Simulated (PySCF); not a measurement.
Zn(tBu)(SMe), C5H12SZn, SMILES C[S][Zn][C](C)(C)C, GFN2-xTB optimised geometry.

```
19

Zn     0.05    -1.35     0.00
C     -1.72    -0.24     0.00
C     -1.30     1.14    -0.51
C     -2.78    -0.82    -0.92
C     -2.26    -0.12     1.42
H     -2.16     1.80    -0.53
H     -0.89     1.08    -1.52
H     -0.55     1.59     0.14
H     -2.42    -0.92    -1.94
H     -3.11    -1.80    -0.57
H     -3.66    -0.17    -0.93
H     -2.60    -1.08     1.80
H     -1.51     0.28     2.10
H     -3.12     0.56     1.43
S      2.41    -1.35     0.00
C      2.59     0.46     0.11
H      2.16     0.94    -0.76
H      3.66     0.66     0.15
H      2.13     0.83     1.03
```

Density from PBE0/def2-SVP (PySCF) at that geometry.

Minimum of the electron density along straight lines between bonded atoms, close to the bond critical point (lines longer than 1.1 times the sum of covalent radii, or with two minima, are not listed):

```
bond     length / Å  ρ at the minimum / e bohr⁻³  ∇²ρ there / e bohr⁻⁵  position (fraction from the first atom)
-------  ----------  ---------------------------  --------------------  ---------------------------------------
Zn1–C2        2.093                        0.087                  0.15                                     0.47
C2–C3         1.526                        0.243                 -0.54                                     0.50
C2–C4         1.523                        0.244                 -0.55                                     0.50
C2–C5         1.524                        0.244                 -0.55                                     0.50
C3–H6         1.093                        0.272                 -0.98                                     0.62
C3–H7         1.090                        0.275                 -0.99                                     0.62
C3–H8         1.090                        0.275                 -0.99                                     0.62
C4–H9         1.088                        0.276                 -1.00                                     0.62
C4–H10        1.088                        0.276                 -1.00                                     0.62
C4–H11        1.093                        0.272                 -0.98                                     0.62
C5–H12        1.088                        0.276                 -1.00                                     0.62
C5–H13        1.090                        0.275                 -0.99                                     0.62
C5–H14        1.093                        0.272                 -0.97                                     0.62
Zn1–S15       2.361                        0.066                  0.12                                     0.44
S15–C16       1.827                        0.173                 -0.30                                     0.53
C16–H17       1.087                        0.279                 -1.04                                     0.63
C16–H18       1.086                        0.279                 -1.05                                     0.64
C16–H19       1.087                        0.278                 -1.04                                     0.63
```
